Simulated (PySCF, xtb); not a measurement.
Acid–base and redox partners of N[SiH3]. All species are isolated molecules in the gas phase. One relaxed conformer stands for each flexible species; it need not be the lowest. Strings in code marks are SMILES.

Quantity: gas-phase deprotonation enthalpy at 298 K, in kcal/mol. Enthalpy corrections at 298 K come from GFN2-xTB frequencies (xtb).

Level: PBE-D3(BJ)/def2-TZVPD // B3LYP-D3(BJ)/def2-TZVPD (PySCF).

| species | E (Ha) | H(298 K) − E (Ha) |
|---|---|---|
| `N[SiH3]` | -347.07390 | 0.05368 |
| `[NH-][SiH3]` | -346.46793 | 0.03802 |
| H+ | 0 | 0.00236 |

**Question.** Work out the gas-phase deprotonation enthalpy at 298 K.

**Answer.** H = E + (H − E) for each species, with 5/2 RT for the lone particle. The enthalpy of the separated products less that of the bound species is 0.59267 Ha, or 371.9 kcal/mol.
